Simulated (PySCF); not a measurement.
Compound: C2H4BrFSi.
SMILES: `F[C@@H]1C[Si@H]1Br`

Level of theory: EOM-IP-CCSD/aug-cc-pVDZ in PySCF, restricted Hartree–Fock reference, frozen core, non-relativistic, gas phase, PBE0-D3(BJ)/def2-SVP geometry.

Hartree–Fock orbital energies give these Koopmans values (eV): HOMO 9.92, HOMO-1 11.40, HOMO-2 12.39, HOMO-3 12.49, HOMO-4 13.85, HOMO-5 15.07, HOMO-6 15.90, HOMO-7 17.60.

Q: What vertical ionisation energies does EOM-IP-CCSD give?

A: 
```
leading hole (HF orbital)  Koopmans (eV)  EOM-IP-CCSD (eV)  change (eV)  one-hole share
                     HOMO           9.92              9.23        -0.69            0.96
                   HOMO-1          11.40             10.50        -0.90            0.95
                   HOMO-2          12.39             11.56        -0.83            0.95
                   HOMO-3          12.49             11.69        -0.80            0.95
                   HOMO-4          13.85             13.03        -0.82            0.95
                   HOMO-5          15.07             13.55        -1.52            0.94
                   HOMO-6          15.90             14.40        -1.50            0.94
                   HOMO-7          17.60             15.48        -2.12            0.93
```

Q: Does the order of the lines follow the orbital energies?

A: Yes, no two lines change places. The corrections run from -2.12 to -0.69 eV, with a mean of -1.15 eV over the 8 lines; no line lies above its Koopmans value.

Q: At what kinetic energies would He II light (40.81 eV) eject these electrons?

A: 31.58 eV (HOMO), 30.31 eV (HOMO-1), 29.25 eV (HOMO-2), 29.12 eV (HOMO-3), 27.78 eV (HOMO-4), 27.26 eV (HOMO-5), 26.41 eV (HOMO-6), 25.33 eV (HOMO-7).

Lines less than 0.15 eV apart could change places at a higher level. One root was sought for each valence orbital with −ε under 21 eV, eight at most, so deeper holes and satellites are missing; no vibrational structure.
